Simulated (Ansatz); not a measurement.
A set of 12 reactions (ligand exchange), with CCSD(T)/CBS values in kJ/mol:

```tsv
reaction	ΔE
`O[SiH](F)[SiH2]Cl` + `[SH][GeH3]` → `O[SiH](F)[S][GeH3]` + `[SiH3]Cl`	-88.0
`NBCN` + HCl → `NBCl` + CH₃NH₂	-98.5
`C[N](C)[Hf]([I])([N](C)C)[N](C)C` + H–F → `C[N](C)[Hf]([F])([N](C)C)[N](C)C` + HI	13.6
`[OH][GeH2][SiH3]` + `[OH][GeH2][OH]` → `[OH][GeH2][O][SiH3]` + `[OH][GeH3]`	-91.6
`[F][Al]([F])[SH]` + CH₃OH → `C[O][Al]([F])[SH]` + H–F	46.1
`BC(F)[SiH2][SiH3]` + `C#CS` → `C#CS[SiH3]` + `BC(F)[SiH3]`	-58.5
`[NH2][Zn][Br]` + `O[SiH3]` → `[NH2][Zn][O][SiH3]` + HBr	87.9
`[NH2][Zn][AlH][F]` + `OCF` → `[NH2][Zn][O]CF` + `[F][AlH2]`	-17.4
`N[SiH2][SiH](O)F` + CH₃OH → `CO[SiH2]N` + `O[SiH2]F`	-129.6
`[SiH3]C1[SiH2]S1` + `[OH][Ga]([OH])[Br]` → `[OH][Ga]([Br])[O][SiH3]` + `C1[SiH2]S1`	-86.3
`C[SiH](C)[NH][AlH2]` + HCl → `C[SiH](Cl)[NH][AlH2]` + CH₄	-120.0
`C[O][SnH2][SH]` + PH₃ → `[PH2][SnH2][SH]` + CH₃OH	-20.0
```

Isolated molecules relaxed with PBE0-D4/def2-TZVP in Ansatz; ΔE leaves out vibrations. CCSD(T)/CBS is the MP2 limit (def2-TZVPP, def2-QZVPP) plus CCSD(T) − MP2 in def2-TZVPP, frozen cores. This one scheme is used for every species. Functionals use def2-TZVPP. B3LYP here is the variant with VWN-RPA as its local correlation; programs differ in this. Elements past krypton have def2 core potentials. For Br, Ga, Ge, Hf, I, Sn, Zn outer-core shells are correlated without core-valence functions, which leaves a few kJ/mol of doubt a bond. Scalar relativity is left out up to krypton. Each species was taken in one conformer, which may not be the lowest.

(1) Give the mean, mean absolute and largest difference (level minus CCSD(T)/CBS, kJ/mol) for: r2SCAN-D4, B3LYP-D4, B2PLYP, PBE, r2SCAN, B3LYP, HF/def2-TZVPP, SCS-MP2/def2-TZVPP, CCSD(T)/def2-TZVPP, HF/def2-QZVPP, MP2/def2-QZVPP, SCS-MP2/def2-QZVPP, MP2/CBS(def2), CCSD/CBS(def2). (Best estimate.)

The largest T1 diagnostic in the set is 0.016, for `[NH2][Zn][AlH][F]` (customary mark 0.02).

CCSD(T)/CBS is a level of theory with its own doubt, and the functionals carry their triple-zeta basis error, so these figures describe this set and don't rank the functionals.

## Answers

(1) Computed: 
```
             level   mean  mean absolute  largest
         r2SCAN-D4   -0.1            4.9    -19.4
          B3LYP-D4   -1.3            4.8    -25.0
            B2PLYP   -3.2            4.9    -19.7
               PBE    7.1           13.4    -27.3
            r2SCAN   -0.3            5.3    -22.0
             B3LYP   -1.7            6.9    -36.1
     HF/def2-TZVPP   -9.7           14.5    -27.6
SCS-MP2/def2-TZVPP   -5.7            6.5    -12.2
CCSD(T)/def2-TZVPP   -1.2            2.5     -8.1
     HF/def2-QZVPP  -10.4           15.4    -29.7
    MP2/def2-QZVPP   -3.8            6.3     14.6
SCS-MP2/def2-QZVPP   -5.3            6.2    -12.3
     MP2/CBS(def2)   -3.1            6.3     17.0
    CCSD/CBS(def2)   -1.1            1.9     -5.7
```
